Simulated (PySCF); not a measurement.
Correlation energy of Ar¹²⁺ (argon, charge +12)

[He] 2s2 2p2, high-spin 3P determinant. Calculation: PySCF 2.14, in an even-tempered Gaussian basis (20 s from 1.6 bohr⁻², ratio 2.2; 11 p from 2 bohr⁻², ratio 2.2; 6 d from 10 bohr⁻², ratio 2.4; 5 f from 15 bohr⁻², ratio 2.4; 5 g from 22 bohr⁻², ratio 2.4); scalar relativity by spin-free X2C-1e. Frozen: nothing; 6 electrons correlated; the 13 highest virtual orbitals of each spin left out.

MP2 pair energies summed by pair of shells (mhartree):

```csv
pair,energy,share (%)
2s-2p,-62.63,34.3
2s-2s,-43.08,23.6
1s-1s,-40.61,22.2
1s-2p,-15.88,8.7
1s-2s,-11.23,6.1
2p-2p,-9.20,5.0
```

Total MP2 correlation energy: -182.63 mhartree.

Same-spin part -25.61 and opposite-spin part -157.02 mhartree; SCS-MP2 scales them by 1/3 and 6/5 to -196.96 mhartree.
